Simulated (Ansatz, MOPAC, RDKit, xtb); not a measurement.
Complex: C2H2 (SMILES C#C) (first 4 atoms) with N2 (SMILES N#N); geometry from B3LYP-D3(BJ)/def2-TZVP, rigid monomers moved along the line of their centres of mass till H4···N6 is 2.34 Å.
(charge 0, multiplicity 1):
```xyz
6

C     -0.437     0.428    -1.031
C     -0.041     0.040     0.030
H     -0.790     0.773    -1.972
H      0.309    -0.302     0.974
N      0.403    -0.396     4.389
N      0.476    -0.467     3.303
```

Interaction energies are E(AB) − E(A) − E(B) at the monomers' geometry in the complex; basis-set methods are counterpoise corrected. RDKit's UFF carries no charges.

The state that PM6 reach isn't checked.

Run with Ansatz (a first-principles code); MOPAC for PM6 (differences of heats of formation); RDKit for the force fields; xtb for the GFN methods. Each number belongs to the level named beside it.

**Question.** One of these levels gives -24.4 meV for the interaction energy. Name it.
A) HF/aug-cc-pVDZ
B) GFN2-xTB
C) PM6
D) UFF

**Answer.** B, GFN2-xTB. The others give 80.8 (UFF), -3.7 (PM6), 31.2 (HF/aug-cc-pVDZ)
